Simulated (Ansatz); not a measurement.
C₂H₁₀Al₂Si (`C[CH2][AlH][AlH][SiH3]`), relaxed with RKS PBE0-D4/def2-TZVP in Ansatz 0.2.0 from a PBE-D4/def2-SVP geometry. The force threshold is 0.005 eV/Å; the program also tests the step.

Charge 0, multiplicity 1.

Start:

```xyz
15

C    -0.211    2.147   -0.722
C    -0.012    2.109    0.800
Al   -0.323    0.376    1.719
Al   -0.926   -1.746    0.352
Si    0.813   -2.975   -0.910
H     0.449    1.421   -1.245
H     0.005    3.145   -1.160
H    -1.254    1.893   -1.009
H    -0.654    2.867    1.307
H     1.026    2.414    1.073
H    -0.110    0.341    3.319
H    -2.425   -2.316    0.177
H     0.606   -4.470   -0.975
H     0.805   -2.470   -2.340
H     2.211   -2.737   -0.387
```

(1) How much energy does the relaxation release, and in how many steps? (An estimate is asked.)

(2) Which bonds change most? (An estimate is asked.)

(3) Give the relaxed structure. (Estimate.)

## Answers

(1) Ansatz gave: 0.04 eV, in 15 steps, 2 of them rejected.

(2) Computed: Si5–H14 from 1.517 to 1.495 Å; Si5–H15 from 1.512 to 1.492 Å; Si5–H13 from 1.511 to 1.492 Å; C2–Al3 from 1.986 to 1.968 Å.

(3) The calculation gave: 
```xyz
15

C    -0.224    2.189   -0.694
C    -0.032    2.141    0.820
Al   -0.270    0.386    1.680
Al   -0.880   -1.713    0.285
Si    0.816   -3.046   -0.914
H     0.478    1.528   -1.211
H    -0.076    3.194   -1.102
H    -1.231    1.872   -0.983
H    -0.717    2.841    1.317
H     0.969    2.501    1.093
H    -0.031    0.300    3.260
H    -2.387   -2.209    0.083
H     0.570   -4.516   -0.860
H     0.812   -2.656   -2.357
H     2.203   -2.812   -0.417
```
